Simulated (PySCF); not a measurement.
C4H5FO2, SMILES C[C@H]1OC=C(F)O1.

Coordinates come from a PBE-D3(BJ)/def2-SVP optimisation. The structure was generated by enumeration; whether it is a known compound was not checked. One conformer was computed; it need not be the lowest.

All values below come from PBE-D3(BJ)/def2-SVP in PySCF 2.14.0.

Harmonic, unscaled wavenumbers; measured fundamentals usually lie a few per cent lower.

| mode | ν (cm⁻¹) | IR (km/mol) | moving atoms (share of kinetic energy) |
|---|---|---|---|
| 1 | 93 | 1.8 | O 34 %, C 33 %, F 17 %, H 16 % |
| 2 | 246 | 0.1 | H 92 % |
| 3 | 262 | 0.7 | C 51 %, H 21 %, F 19 %, O 9 % |
| 4 | 355 | 1.1 | O 41 %, C 30 %, H 16 %, F 13 % |
| 5 | 433 | 2.2 | C 31 %, F 31 %, O 26 %, H 12 % |
| 6 | 463 | 10.6 | C 41 %, O 32 %, H 25 % |
| 7 | 535 | 0.4 | C 71 %, O 17 %, H 10 % |
| 8 | 643 | 6.7 | F 43 %, C 25 %, H 17 %, O 15 % |
| 9 | 653 | 38.8 | H 68 %, C 24 % |
| 10 | 723 | 7.0 | O 58 %, C 23 %, H 16 % |
| 11 | 827 | 10.3 | O 34 %, C 34 %, H 32 % |
| 12 | 863 | 22.0 | O 45 %, C 32 %, H 21 % |
| 13 | 950 | 46.7 | O 43 %, C 31 %, H 22 % |
| 14 | 1005 | 20.2 | H 48 %, C 43 % |
| 15 | 1043 | 18.1 | C 56 %, H 37 % |
| 16 | 1099 | 25.1 | C 61 %, H 37 % |
| 17 | 1132 | 132.3 | C 49 %, O 33 %, H 16 % |
| 18 | 1190 | 18.0 | H 75 %, C 18 % |
| 19 | 1295 | 174.1 | H 48 %, C 38 %, O 8 % |
| 20 | 1319 | 17.1 | H 73 %, C 22 % |
| 21 | 1346 | 125.9 | H 63 %, C 34 % |
| 22 | 1364 | 102.2 | C 51 %, H 34 %, O 9 % |
| 23 | 1404 | 7.3 | H 94 % |
| 24 | 1408 | 11.5 | H 90 %, C 8 % |
| 25 | 1750 | 91.7 | C 93 % |
| 26 | 2986 | 2.9 | H 97 % |
| 27 | 2995 | 41.1 | H 92 %, C 8 % |
| 28 | 3090 | 9.1 | H 90 %, C 10 % |
| 29 | 3092 | 4.4 | H 90 %, C 10 % |
| 30 | 3242 | 7.6 | H 91 %, C 9 % |
